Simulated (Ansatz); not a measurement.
Cartesian coordinates in Å:
```
C 0.294 -0.556 -1.669
O 0.312 -0.794 -0.274
Sn -0.055 0.649 0.968
Cl -2.031 1.627 0.262
Cl 1.571 2.279 0.780
Se -0.103 -0.255 3.284
H 0.460 -1.515 -2.163
H 1.089 0.133 -1.976
H -0.669 -0.156 -2.007
H -0.868 -1.413 2.797
```

Charge 0, multiplicity 1. Sn: def2 effective core potential.

Q: List the PBE0/def2-TZVPP orbital energies in eV (the Gaussian-basis code of Ansatz). (Best estimate.)

A: Ansatz gave: Occupied: -12362.50, -2767.62, -2767.55, -1585.30, -1422.33, -1422.31, -1422.25, -523.10, -279.54, -259.45, -259.38, -215.71, -197.73, -197.66, -197.59, -197.58, -197.52, -197.52, -159.27, -159.22, -159.00, -141.77, -96.44, -96.42, -96.36, -59.31, -59.29, -59.10, -59.06, -59.02, -30.66, -30.32, -30.23, -30.11, -30.08, -27.76, -23.09, -22.62, -20.34, -19.07, -14.78, -12.83, -12.76, -12.56, -11.61, -10.93, -10.28, -9.82, -9.47, -9.30, -9.25, -8.88, -8.44, -7.90. Lowest empty: -2.50, -0.48, 0.15, 0.23, 0.54, 1.84, 2.49, 2.70.
